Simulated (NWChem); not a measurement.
Species: CH3Mg, doublet; SMILES [CH3][Mg]

```xyz
5

Mg     0.0000     0.0000    -0.9511
C      0.0000     0.0000     1.1795
H      0.7294     0.7294     1.5714
H      0.2670    -0.9963     1.5714
H     -0.9963     0.2670     1.5714
```
Atoms are numbered in this order, from 1.

Program: NWChem. Pople sets run with spherical d functions. Spin-unrestricted. In the optimisation the excess spin sits in a1 (C3v, its own frame). The geometry was optimised at PBE0/def2-SVP, spin-unrestricted. This spin state was assumed; another may lie lower. No stability test was run on the SCF state. Vzz is the largest principal value of the second derivative of the potential at the nucleus (NWChem prints the opposite sign); η is the asymmetry. Non-relativistic.

```json
[
 {"level": "PBE0/cc-pVTZ", "Vzz Mg1 (a.u.)": "-0.586", "η Mg1": "0.00"},
 {"level": "PBE0/6-31G*", "Vzz Mg1 (a.u.)": "___", "η Mg1": "0.00"},
 {"level": "CAM-B3LYP/def2-SVP", "Vzz Mg1 (a.u.)": "-0.648", "η Mg1": "0.00"},
 {"level": "CAM-B3LYP/cc-pVTZ", "Vzz Mg1 (a.u.)": "-0.610", "η Mg1": "0.00"}
]
```

**Question.** Fill in the missing entries.

**Answer.** 
- PBE0/6-31G*, Vzz Mg1 (a.u.): -0.538
